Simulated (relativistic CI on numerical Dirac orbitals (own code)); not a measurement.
Os7+: resonant inelastic scattering at the N6,7 edge

Computed with this model: Dirac-Coulomb-Breit CI, orbitals from a KLI potential per configuration, model QED (radiative potential, 1s self-energy scaled to tabulated hydrogen-like ionisation energies), valence Slater integrals scaled by 0.7, Kramers-Heisenberg scattering through one core-hole configuration in a parametric crystal field; configurations [Xe] 4f14 5d → [Xe] 4f13 5d2; 80 K; core-hole width 0.3 eV; summed over polarisations. Incident energies are the highest absorption maxima for each field (at most a few, so the weaker spin-orbit partner edge can be absent), on the computed scale of the free ion. Intensities are in per cent of the strongest line above 0.02 eV; levels within 1 cm⁻¹ are merged; final levels count from the ground level, the first row holds all elastic scattering, lines under 0.4 are left out and each table stops after 24 rows. The scale of the Slater integrals is a model choice and moves the terms in proportion.

Field parameters in Wybourne normalisation: D4h B²₀ = −7Ds, B⁴₀ = 21(Dq − Dt), B⁴₄ = 21√(5/14) Dq; Oh B⁴₀ = 21Dq, B⁴₄ = √(5/14) B⁴₀. The field is a parameter set, without covalency, and values of 10Dq over about 45,000 cm⁻¹ lie beyond real compounds.

S is read from ⟨S²⟩ = S(S + 1).

Oh, 10Dq = 48100 cm⁻¹:

```
Final level (eV)  Degeneracy  Irrep     S  59.1 eV  63 eV  65.2 eV
           0.000           4     Γ8  0.50   1716.5  441.1    747.6
           1.051           2     Γ7  0.50     69.2   43.7     36.7
           6.473           4     Γ8  0.50      1.4   57.4    100.0
```

D4h, 10Dq = 24200, Ds = -60, Dt = 470 cm⁻¹:

```tsv
Final level (eV)	Degeneracy	Irrep	S	60.8 eV	61.3 eV	61.9 eV
0.000	2	Γ7	0.50	1420.4	1821.7	3133.2
0.199	2	Γ6	0.50	14.8	91.0	100.0
1.272	2	Γ7	0.50	28.7	46.1	68.6
3.355	2	Γ6	0.50	2.5	5.9	4.8
3.590	2	Γ7	0.50	36.4	51.7	30.0
```

D4h, 10Dq = 36200, Ds = 1720, Dt = 370 cm⁻¹:

```
Final level (eV)  Degeneracy  Irrep     S  59.8 eV  62 eV  64.5 eV
           0.000           2     Γ6  0.50    536.5  574.0    386.4
           0.258           2     Γ7  0.50    100.0   22.0      5.3
           1.272           2     Γ7  0.50     19.9   14.1     39.5
           4.419           2     Γ6  0.50      3.1   13.6     47.6
           5.480           2     Γ7  0.50      0.2   18.9     11.9
```

For the first field the strongest loss at the lowest incident energy is the level at 1.05 eV (S = 0.50, against 0.50 in the thermal ground state).
